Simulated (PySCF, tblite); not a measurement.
Isomers of C2H5FO4Si2, one GFN2-xTB conformer each. Single-point energies are computed at PBE0/pcSseg-1 (PySCF, gas phase, no added dispersion term), electronic only.

```csv
SMILES,GFN2-xTB relative energy (kJ/mol)
O=CO[C@@H]1O[Si@H](F)O[SiH2]1,8.4
O=C(O)[C@@H]1O[Si@H](F)O[SiH2]1,0.0
```

Conformers: `[O:1]=[CH:2][O:3][C@@H:4]1[O:5][Si@H:6]([F:7])[O:8][SiH2:9]1` with O1–C2–O3–C4 -2°, C2–O3–C4–O5 152°, O3–C4–O5–Si6 -144°, C4–O5–Si6–F7 129°, O5–Si6–O8–Si9 4°, Si6–O8–Si9–C4 -13°; `[O:1]=[C:2]([OH:3])[C@@H:4]1[O:5][Si@H:6]([F:7])[O:8][SiH2:9]1` with O1–C2–O3–H 2°, O1–C2–C4–O5 -160°.

Problem. What does PBE0/pcSseg-1 give for the same structures?

Solution. 
| SMILES | PBE0/pcSseg-1 E (Eh) | PBE0/pcSseg-1 (kJ/mol) | GFN2-xTB (kJ/mol) | point group |
| --- | --- | --- | --- | --- |
| O=C(O)[C@@H]1O[Si@H](F)O[SiH2]1 | -1058.33142 | 0.0 | 0.0 | C1 |
| O=CO[C@@H]1O[Si@H](F)O[SiH2]1 | -1058.31463 | 44.1 | 8.4 | C1 |

Both levels put the same isomer lowest. As drawn, the lower has an O–H bond, which the higher lacks.

Problem. Which frontier levels, dipoles and rotational constants go with these structures?

Solution. 
| SMILES | HOMO (eV, PBE0/pcSseg-1) | LUMO (eV) | dipole (D) | A, B, C (MHz) |
| --- | --- | --- | --- | --- |
| O=C(O)[C@@H]1O[Si@H](F)O[SiH2]1 | -8.12 | -0.22 | 1.05 | 1953, 993.0, 783.0 |
| O=CO[C@@H]1O[Si@H](F)O[SiH2]1 | -8.22 | -0.81 | 2.58 | 2613, 863.7, 729.6 |

Problem. What happens when harmonic zero-point energies from GFN2-xTB frequencies are added?

Solution. 
```
                         SMILES  ZPE (kJ/mol)  electronic (kJ/mol)  with ZPE (kJ/mol)
O=C(O)[C@@H]1O[Si@H](F)O[SiH2]1         204.6                  0.0                0.0
  O=CO[C@@H]1O[Si@H](F)O[SiH2]1         207.0                 44.1               46.5
```

The zero-point energies span 2.4 kJ/mol. The order is unchanged.
